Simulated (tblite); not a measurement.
A tight-binding relaxation on `[H]/N=[C]/C1=CC(=C)C=C1` [radical].

Computed with GFN2-xTB geometry optimisation, gas phase (tblite 0.8.0). Start geometry: from a force field or distance geometry. A driver script takes a list of jobs; this job's settings line and coordinates (Å) are shown.

Command:
```bash
OMP_NUM_THREADS=1 python probes_run.py task.json out
```

Input:
```
{"job": {"kind": "relax", "xc": "GFN2-xTB", "basis": "xTB"}, "charge": 0, "multiplicity": 2}
C     -2.410600    -0.733400     0.444600
C     -1.232200    -0.177300     0.192100
C     -0.983300     1.176400    -0.229600
C      0.337600     1.325900    -0.365800
C      0.983100     0.061700    -0.002800
C      2.376000    -0.149500    -0.037300
N      3.540800    -0.321600    -0.061900
C      0.060900    -0.840100     0.332600
H     -2.506400    -1.764900     0.772200
H     -3.341200    -0.164800     0.332200
H     -1.748300     1.928000    -0.415600
H      0.860600     2.207800    -0.657400
H      3.841800    -0.682900    -0.958900
H      0.220600    -1.865600     0.633500
```

Question: What does the run print?

Answer: 
```
step      E/eV     max force
  0    -566.33361    6.592
  1    -566.19726   10.734
  2    -566.72256    0.932
  3    -566.75664    0.620
  4    -566.78260    0.512
  5    -566.80790    0.471
  6    -566.81830    0.451
  7    -566.82674    0.359
  8    -566.83756    0.437
  9    -566.84860    0.430
... (32 lines left out)
 42    -566.87881    0.033
 43    -566.87897    0.026
 44    -566.87905    0.024
 45    -566.87911    0.025
 46    -566.87918    0.020
 47    -566.87923    0.015
 48    -566.87926    0.012
 49    -566.87927    0.011
 50    -566.87928    0.011
 51    -566.87930    0.010
```

«max force» is the largest atomic force in eV/Å.

Question: From which step on does the largest force stay under 0.1 eV/Å, and how much energy is left to gain from there?

Answer: From step 16 (0.076 eV/Å), 10.5 meV above the end.

Summary of the converged run: energy lowered by 12.6 kcal/mol over 51 steps; largest atomic force 0.010 eV/Å at the end.

Question: Where do the atoms end?

Answer: 0.127 Å rms from the input after alignment:
```
atom  x, y, z in Å
C1    -2.4797   -0.7226    0.4910
C2    -1.2487   -0.2098    0.2201
C3    -0.9693    1.1564   -0.2108
C4     0.3507    1.3123   -0.3907
C5     1.0142    0.0442   -0.0787
C6     2.3173   -0.1748   -0.1986
N7     3.5124   -0.2840   -0.0787
C8    -0.0006   -0.8731    0.2912
H9    -2.6029   -1.7463    0.7969
H10   -3.3666   -0.1205    0.4066
H11   -1.7284    1.9031   -0.3545
H12    0.8809    2.1927   -0.7039
H13    4.1576   -0.5855   -0.7949
H14    0.1625   -1.8923    0.5830
```

On an Arm Neoverse V2 with one thread, shared host with 32 logical CPUs at a one-minute load of 24, this took 0.23 s of wall time.
Labels such as C1 count atoms from 1, the log's own numbers from 0.
